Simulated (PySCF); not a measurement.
Computed shifts of a molecule CH₆O₃Si₂, PySCF with PBE0/pcSseg-1, GIAO, gas phase, equivalent atoms averaged, in ppm (number of nuclei): ¹³C: 168.3 (1). ²⁹Si: -23.8 (1), -34.5 (1). ¹H: 8.13 (1), 5.59 (2), 5.32 (3). References: ¹⁷O against H2O (σ = 334.2 ppm); ¹³C against TMS (σ = 186.3 ppm); ²⁹Si against TMS (σ = 352.7 ppm); ¹H against TMS (σ = 31.56 ppm), references at their B3LYP-D3(BJ)/def2-TZVP geometries, non-relativistic. The structure is a stationary point at B3LYP-D3(BJ)/def2-SVP. The values are those of a single conformer.

### Question
Identify the compound among the candidates.
A. [SiH3]OC1O[SiH2]O1
B. O=CO[SiH2]O[SiH3]
C. [SiH3]O[SiH]1OCO1
D. O=C([SiH2]O)[SiH2]O

### Answer
B, O=CO[SiH2]O[SiH3]
